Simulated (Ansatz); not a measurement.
Job for Ansatz (an electronic-structure program): R-PBE/def2-TZVPP on H3NPbS (SMILES [NH2][Pb][SH]), a point of a torsion scan. Elements past Kr take the def2 small-core potentials; no spin–orbit coupling.

Ansatz 0.2 input:
```yaml
crystal:
  periodic: [false, false, false]
  atoms:
    - {symbol: N, position_ang: [-1.29017486, 0.09417921, 0.08266334]}
    - {symbol: Pb, position_ang: [0.13511585, -1.10134500, 1.10920045]}
    - {symbol: S, position_ang: [2.10910381, -0.45204188, -0.38622640]}
    - {symbol: H, position_ang: [-2.26534321, 0.19109254, 0.31676882]}
    - {symbol: H, position_ang: [-1.12295631, 0.67486300, -0.72299494]}
    - {symbol: H, position_ang: [2.07750802, 0.84974875, -0.16232815]}
basis:
  gaussian:
    orbitals: def2-TZVPP
hamiltonian:
  xc: {name: PBE}
scf: {lower_state_search: off}
```

Output:

```
WARN ansatz: RAYON_NUM_THREADS=1 ignored (pool sized by the plan → 1); use --threads N
Functional definition: PBE
these checks for a lower state are left out or cut short: stability, starts, cluster_reference, orbital_swaps, neighbouring_geometries, increment
integrals: 0.08 GiB planned
998 factors; their error is unknown
mean field: 0.53 GiB planned
mean field evaluation 1: about -17605.1158 eV, gradient 8.2e1 eV
mean field evaluation 2: about -17511.3306 eV, gradient 1.7e2 eV
mean field evaluation 4: about -17618.2199 eV, gradient 2.3e1 eV
mean field evaluation 8: about -17619.3583 eV, gradient 2.0e-1 eV
mean field evaluation 16: about -17619.3515 eV, gradient 4.0e-4 eV
mean field -17619.35145353 eV, -647.4992230920 hartree, gradient 6.4e-6 eV, S^2 0.000000; 0 other end points of the search recorded, 0 dependent functions left out
reference -17619.35149270 eV, -647.4992245313 hartree; 24, 24 occupied and 141, 141 virtual orbitals, 998 factors
Total energy: -17619.35149270 eV, -647.4992245313 hartree
Checks for a lower state left out: stability, starts, cluster_reference, orbital_swaps, neighbouring_geometries, increment
```

The run converged.

Cost: roughly 1.2 core-seconds.
